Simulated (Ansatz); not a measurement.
FH8NSi3 (`F[SiH2]N([SiH3])[SiH3]`). Charge 0, multiplicity 1.

```xyz
13

F     1.1806   -1.4738    1.9694
Si   -0.1997   -0.8038    1.5201
N    -0.0405   -0.0091    0.0107
Si    0.1215    1.7264   -0.0459
Si    0.0274   -0.9064   -1.4820
H    -1.1854   -1.9032    1.4420
H    -0.5488    0.2114    2.5417
H    -1.1742    2.4025    0.2219
H     1.1157    2.1901    0.9547
H     0.5781    2.0834   -1.4148
H     1.3576   -0.7715   -2.1285
H    -0.2268   -2.3337   -1.1595
H    -1.0054   -0.4123   -2.4298
```

(1) What are the harmonic wavenumbers in cm⁻¹ at PBE0-D4/def2-TZVP (Ansatz, finite differences of forces, unscaled)? (Best estimate.)

(2) Is this a minimum?

(3) Give the ideal-gas thermochemistry at 298.15 K and 1 bar (rigid rotor, harmonic oscillator; point group C1, symmetry number 1).

(4) And at 400, 500, 600, 800 and 1000 K?

Answers

(1) Computed: 43, 60, 108, 120, 165, 189, 317, 503, 627, 680, 686, 693, 729, 765, 870, 922, 935, 937, 943, 955, 958, 964, 997, 1007, 1044, 2221, 2225, 2226, 2231, 2233, 2237, 2249, 2265.

(2) Yes, all 33 modes are real.

(3) Zero-point energy 204.0 kJ/mol; H(298) − E = 229.9 kJ/mol; entropy 395.6 J/(mol·K), of which translation 169.1, rotation 118.5, vibration 108.0; G(298) − E = 111.9 kJ/mol. Modes under 100 cm⁻¹ are hindered rotations or soft bends, so the harmonic entropy is rough.

(4) 
```tsv
T (K)	H − E (kJ/mol)	S (J/mol/K)	G − E (kJ/mol)
400	245.2	439.6	69.3
500	262.9	479.0	23.4
600	282.7	515.0	-26.3
800	327.0	578.5	-135.9
1000	375.9	633.0	-257.1
```
